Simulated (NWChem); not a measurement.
System: SiNH₃OBrF; SMILES N[Si](O)(F)Br

The following NWChem deck was run.

```
start job
memory heap 200 mb stack 900 mb global 1100 mb
geometry units angstroms
  N     -1.392579     0.558601     1.722903
  Si    -0.071081     0.641991     0.648175
  O      0.008110     2.023593    -0.162181
  F      1.218952     0.433388     1.570247
  Br     0.023720    -0.875368    -0.922530
  H     -2.325028     0.732607     1.390205
  H     -1.397172    -0.145582     2.440682
  H      0.069780     2.866214     0.276421
end
basis spherical
  * library def2-svp
end
dft
  xc xpbe96 cpbe96
  disp vdw 4
  iterations 150
end
driver
  maxiter 120
end
task dft optimize
task dft freq
```

This build's default masses of Se (78.918 u) and Br (79.917 u) are each other's, which moves their modes by up to 0.6 %.

The level has its own optimisation; frequencies are unscaled.

### Question
What results follow from this input? (PBE-D3(BJ)/def2-SVP.) Quantities: r N–Si (Å); r H–N (Å); r O–Si (Å); r F–Si (Å); highest harmonic frequency (cm⁻¹); lowest (cm⁻¹); zero-point energy (kcal/mol); dipole (D).

### Answer
```yaml
r N–Si (Å): 1.719
r H–N (Å): 1.024
r O–Si (Å): 1.657
r F–Si (Å): 1.630
highest harmonic frequency (cm⁻¹): 3740
lowest (cm⁻¹): 153
zero-point energy (kcal/mol): 27.5
dipole (D): 3.20
```
